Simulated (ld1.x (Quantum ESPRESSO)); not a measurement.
## Scattering properties, ultrasoft potential for aluminium

```json
{
 "Element": "aluminium",
 "Generator": "ld1.x (Quantum ESPRESSO) 7.5",
 "Type": "ultrasoft",
 "Functional": "PW91",
 "Relativity": "scalar-relativistic",
 "Frozen core": "[Ne]",
 "Valence charge": "3",
 "Reference configuration": "3s2 3p0.75 (charge +0.25)",
 "Partial waves": "3s (bound): rcut 1.55, rcutus 1.70 bohr; 3s channel at -0.35 Ry: rcut 1.55, rcutus 1.70 bohr; 3p (bound): rcut 1.30, rcutus 1.80 bohr; 3p channel at 0.15 Ry: rcut 1.30, rcutus 1.80 bohr",
 "Local potential": "all-electron potential smoothed inside 1.40 bohr (lloc = -2)",
 "Core correction": "none",
 "Augmentation charge": "PSQ, inside the norm-conserving radii"
}
```

The phase is arctan(r·u′/u) with u = r·R(r), unwrapped; energies in Ry, scanned from -3 to 5 Ry. A pole is an energy at which the radial function vanishes at the test radius. The pseudo phase is shifted by a multiple of π to meet the all-electron one at the reference energy, and phase errors are pseudo minus all-electron; the curves can meet again beyond the range given. Levels narrower than the energy grid can be missing from the lists of poles.

```tsv
channel	radius (bohr)	reference energy (Ry)	poles, all-electron	poles, pseudo	unbroken range about the reference energy with phases within 0.05 rad	phase error 1 Ry above the reference energy (rad)
s	1.95	-0.69	3.30	0.57, 3.47	below 0.5	-0.003
p	1.95	-0.31	4.13	1.61, 4.94	below 1.4	-0.002
```

Phases in the s channel:

```tsv
E (Ry)	all-electron	pseudo
-3.00	1.174	1.173
-2.52	1.113	1.112
-2.04	1.022	1.021
-1.56	0.874	0.873
-1.08	0.605	0.605
-0.60	0.103	0.103
-0.12	-0.542	-0.542
0.36	-0.977	-0.982
0.84	-1.208	-4.341
1.32	-1.340	-4.476
1.80	-1.425	-4.560
2.28	-1.484	-4.619
2.76	-1.530	-4.663
3.24	-1.567	-4.698
3.72	-1.598	-4.727
4.20	-1.627	-4.753
4.68	-1.655	-4.777
```
